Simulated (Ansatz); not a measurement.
A CCSD(T) single point on BrH2InOS, SMILES `[OH][In]([SH])[Br]`.

```yaml
crystal:
  periodic: [false, false, false]
  atoms:
    - {symbol: O, position_ang: [-1.886447, -0.813122, -0.302191]}
    - {symbol: In, position_ang: [-0.230950, 0.227967, -0.077635]}
    - {symbol: S, position_ang: [1.851537, -0.746737, 0.485550]}
    - {symbol: Br, position_ang: [-0.448501, 2.640886, -0.420469]}
    - {symbol: H, position_ang: [-1.758018, -1.754498, -0.158588]}
    - {symbol: H, position_ang: [2.472389, 0.445495, 0.473324]}
basis:
  gaussian: {orbitals: def2-QZVPP}
correlation: {method: ccsd_t}
```

```sh
$ ansatz run in.yaml --threads 2 --pin off --events-out ev --progress --plain --max-ram 22528MiB --backend cuda --devices 0, --max-vram 18GiB
```

Log, shortened:

```
Functional definition: HF
2258 factors; integrals over basis functions are off by at most 1.1e-3 eV
mean field evaluation 1: about -88036.1996 eV, gradient 4.4e1 eV
mean field evaluation 2: about -88036.3334 eV, gradient 4.4e1 eV
mean field evaluation 4: about -88040.1064 eV, gradient 3.0e0 eV
mean field evaluation 8: about -88040.1591 eV, gradient 4.1e-1 eV
mean field evaluation 16: about -88040.1600 eV, gradient 1.5e-6 eV
mean field -88040.15995265 eV, -3235.4162024962 hartree, gradient 1.5e-6 eV, S^2 0.000000; 0 other end points of the search recorded, 0 dependent functions left out
19 core orbitals not correlated: weight in the atoms' cores, before any rotation towards them, 1.000 or more for the frozen orbitals, at most 0.000 for the correlated occupied ones
reference -88040.15995265 eV, -3235.4162024962 hartree; 22, 22 occupied and 317, 317 virtual orbitals, 2258 factors
second order -41.25128362 eV of doubles, -0.00000000 eV of singles
cycle   1  -39.37245195 eV  change     1.9e0 eV  update   1.3e-1
cycle   2  -40.11538169 eV  change   -7.4e-1 eV  update   4.0e-2
cycle   3  -40.28903740 eV  change   -1.7e-1 eV  update   2.2e-2
cycle   4  -40.25548097 eV  change    3.4e-2 eV  update   7.0e-3
cycle   5  -40.24403323 eV  change    1.1e-2 eV  update   3.2e-3
cycle   6  -40.24722698 eV  change   -3.2e-3 eV  update   1.1e-3
cycle   7  -40.24740450 eV  change   -1.8e-4 eV  update   4.1e-4
cycle   8  -40.24704376 eV  change    3.6e-4 eV  update   1.4e-4
cycle   9  -40.24706486 eV  change   -2.1e-5 eV  update   5.6e-5
cycle  10  -40.24714893 eV  change   -8.4e-5 eV  update   2.0e-5
cycle  11  -40.24710849 eV  change    4.0e-5 eV  update   7.8e-6
perturbative correction -1.32357225 eV, -0.0486403830 hartree
Total energy: -88081.73063339 eV, -3236.9438968359 hartree
```

It took 12 s on 2 threads of an AMD EPYC 7R13 on a shared host and a share of an NVIDIA H100 80 GB, with 0.94 GiB of host memory at the peak.

The correlation energy is -41.571 eV, 3.2 % of it from (T); the T1 diagnostic reads 0.0126.
